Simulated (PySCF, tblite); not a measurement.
Isomers of C5H10SSi. Level: GFN2-xTB in tblite, geometry and Hessian alike; calculated harmonic values, unscaled, isolated species. The method is semi-empirical: single wavenumbers can be off by several per cent or more. Modes of hydrogen on silicon can be 10 to 20 % off. One conformer each.

Electronic energies: PBE0/pcSseg-1 single points on the GFN2-xTB geometries (PySCF, gas phase).

| SMILES | electronic energy, lowest = 0 (kcal/mol) |
| --- | --- |
| CS[SiH2]C1=CCC1 | 0.0 |
| C#C[SiH2]SC(C)C | 4.8 |
| C#C[SiH2]SCCC | 6.4 |
| CC(=S)C1C[SiH2]C1 | 3.7 |
| C/C=C(/[SiH3])C(C)=S | 8.9 |

**Question.** How do GFN2-xTB zero-point energies change the relative energies?

**Answer.** 
```
              SMILES  ZPE (kcal/mol)  of it from modes above 1550 cm⁻¹  electronic (kcal/mol)  with ZPE, lowest = 0 (kcal/mol)  lowest mode (cm⁻¹)  rings
     CS[SiH2]C1=CCC1            82.1                              43.5                    0.0                              0.0                  35      1
   CC(=S)C1C[SiH2]C1            82.5                              40.8                    3.7                              4.0                  38      1
     C#C[SiH2]SC(C)C            81.2                              44.7                    4.8                              3.9                  16      0
       C#C[SiH2]SCCC            81.5                              44.6                    6.4                              5.9                  38      0
C/C=C(/[SiH3])C(C)=S            79.7                              42.2                    8.9                              6.5                  29      0
```

The zero-point energies span 2.8 kcal/mol, from `C/C=C(/[SiH3])C(C)=S` to `CC(=S)C1C[SiH2]C1`. The lowest isomer stays, but the order above it changes.

**Question.** And how do the electronic energies of GFN2-xTB itself compare?

**Answer.** `CS[SiH2]C1=CCC1` 0.0; `CC(=S)C1C[SiH2]C1` 4.6; `C#C[SiH2]SC(C)C` 8.3; `C#C[SiH2]SCCC` 9.0; `C/C=C(/[SiH3])C(C)=S` 4.7 kcal/mol, lowest = 0. Against the energies above, taken from the same isomer `CS[SiH2]C1=CCC1`, the largest difference is 4.2 kcal/mol.

**Question.** What do entropy and thermal enthalpy add at 298.15 K and 1 bar (rigid rotor, harmonic oscillator, one conformer each)?

**Answer.** 
```csv
SMILES,point group,symmetry number,S (cal/(mol K)),H − H(0) (kcal/mol),ZPE + H − H(0) − TS (kcal/mol)
CS[SiH2]C1=CCC1,C1,1,98.9,6.72,59.3
CC(=S)C1C[SiH2]C1,C1,1,94.7,6.26,60.5
C#C[SiH2]SCCC,C1,1,102.5,7.27,58.2
C/C=C(/[SiH3])C(C)=S,C1,1,100.1,7.09,56.9
```

Not tabulated: `C#C[SiH2]SC(C)C` (lowest mode only 16 cm⁻¹).
